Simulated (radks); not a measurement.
Values are calculated unless marked as measured or tabulated.
Q: All-electron atom: Br24+ in [Ne] 3s1. Code: a radial shooting solver on a logarithmic mesh with Libxc functionals. Model: scalar-relativistic Kohn-Sham, exchange-only LDA, spin-polarised, spherical densities, point nucleus; open shells are filled with parallel spins first. Some entries of the table are withheld. Estimate them.

orbital,occ.,eigenvalue (eV),<r^2> (bohr^2),r(max) (bohr)
1s up,1,-14423.58,0.002463,0.02795
1s down,1,-14421.90,0.002464,0.02795
2s up,1,-2798.359,0.04088,0.1581
2s down,1,-2796.310,0.04080,0.1581
2p up,3,-2607.366,0.03200,0.1261
2p down,3,-2605.559,0.03193,0.1261
3s up,1,-1098.774,(1),0.4333
3s down,0,-1083.633,(2),0.4317

A: 
(1) 3s up <r^2> (bohr^2): 0.2382
(2) 3s down <r^2> (bohr^2): 0.2377
